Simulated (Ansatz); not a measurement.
C5H13O2Si, doublet, geometry from GFN2-xTB; Ansatz (a program for electronic structure) with MP2/6-31+G*.

Input for Ansatz:
Ansatz 0.2 input:
```yaml
crystal:
  periodic: [false, false, false]
  atoms:
    - {symbol: C, position_ang: [3.05846234, 0.28910871, 1.24719200]}
    - {symbol: C, position_ang: [2.24242151, 0.65709253, 0.01620281]}
    - {symbol: O, position_ang: [0.92668568, 0.22424752, 0.18666282]}
    - {symbol: Si, position_ang: [-0.30232836, 0.12453516, -0.89989900]}
    - {symbol: C, position_ang: [0.12309416, -0.96046381, -2.40328001]}
    - {symbol: O, position_ang: [-1.48439232, -0.68311044, -0.11957917]}
    - {symbol: C, position_ang: [-1.91235910, -0.53063559, 1.19959549]}
    - {symbol: C, position_ang: [-2.61587830, 0.80145591, 1.41758090]}
    - {symbol: H, position_ang: [4.08422782, 0.62759919, 1.12904977]}
    - {symbol: H, position_ang: [2.62814443, 0.75523640, 2.12999237]}
    - {symbol: H, position_ang: [3.05286688, -0.78889609, 1.38790266]}
    - {symbol: H, position_ang: [2.67641018, 0.19199985, -0.87793970]}
    - {symbol: H, position_ang: [2.25026184, 1.74488582, -0.13161016]}
    - {symbol: H, position_ang: [0.50450970, -1.92504122, -2.07192271]}
    - {symbol: H, position_ang: [-0.75068749, -1.13755596, -3.01846673]}
    - {symbol: H, position_ang: [0.88004992, -0.48895986, -3.02179221]}
    - {symbol: H, position_ang: [-1.05404886, -0.61071608, 1.87646289]}
    - {symbol: H, position_ang: [-2.60045651, -1.35932804, 1.40104063]}
    - {symbol: H, position_ang: [-2.98518975, 0.86838854, 2.43732044]}
    - {symbol: H, position_ang: [-1.91676814, 1.61312024, 1.23128301]}
    - {symbol: H, position_ang: [-3.44951319, 0.89733185, 0.72684959]}
basis:
  gaussian:
    orbitals: 6-31+G_.json
magnetization: {spin_polarized: true, initial_magnetization: 1}
correlation: {method: mp2}
```
The basis file holds 6-31+G* in the JSON format of the Basis Set Exchange.

What the program printed (banner, timings and long lists left out):

```
Functional definition: HF
1780 factors; integrals over basis functions are off by at most 9.1e-4 eV
mean field evaluation 1: about -17288.1085 eV, gradient 3.9e1 eV
mean field evaluation 2: about -17288.2698 eV, gradient 3.9e1 eV
mean field evaluation 4: about -17295.5542 eV, gradient 4.7e0 eV
mean field evaluation 8: about -17295.7109 eV, gradient 1.7e-1 eV
mean field -17295.71164541 eV, -635.6056795143 hartree, gradient 1.3e-6 eV, S^2 0.753710; 0 other end points of the search recorded, 0 dependent functions left out
12 core orbitals not correlated
reference -17295.71164541 eV, -635.6056795143 hartree; 25, 24 occupied and 145, 146 virtual orbitals, 1780 factors
second order -29.63266368 eV of doubles, -0.00000000 eV of singles
Total energy: -17325.34430909 eV, -636.6946598188 hartree
```
